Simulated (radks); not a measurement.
Species: Ar9+. Configuration: 1s1.5 2s2 2p5 3p0.5 (fractional occupations, a model configuration). Method: scalar-relativistic Kohn-Sham, LDA (Slater exchange, Perdew-Wang correlation), spin-polarised, spherical densities, point nucleus; open shells are filled with parallel spins first; computed with a radial shooting solver on a logarithmic mesh with Libxc functionals.

Normalised radial functions P(r) = r R(r), r in bohr:

```
   r/bohr * 1s up, o 2p up (the largest magnitude, 3.08, reaches the edge; | marks zero, & curves that meet)
 0.004897 o           *
 0.006176 o              *
 0.007726 o                 *
 0.009666 o                     *
  0.01209 o                         *
  0.01513 |o                             *
  0.01893 |o                                  *
  0.02387 | o                                       *
  0.02986 |  o                                           *
  0.03736 |   o                                              *
  0.04674 |    o                                                *
  0.05848 |       o                                              *
  0.07316 |         o                                          *
  0.09153 |             o                                 *
   0.1154 |                 o                     *
   0.1444 |                     o       *
   0.1807 |                   *     o
    0.226 |          *                 o
   0.2828 |    *                       o
   0.3538 | *                        o
   0.4461 |*                    o
   0.5582 *               o
   0.6983 *         o
   0.8736 *    o
    1.093 * o
    1.367 &
    1.724 &
    2.157 &
    2.699 &
    3.377 &
```

1s up: eigenvalue -3477.9 eV, 0 radial nodes, <r> = 0.0850 bohr, 90 % of the charge inside 0.152 bohr. 2p up: eigenvalue -483.18 eV, 0 radial nodes, <r> = 0.346 bohr, 90 % of the charge inside 0.568 bohr.
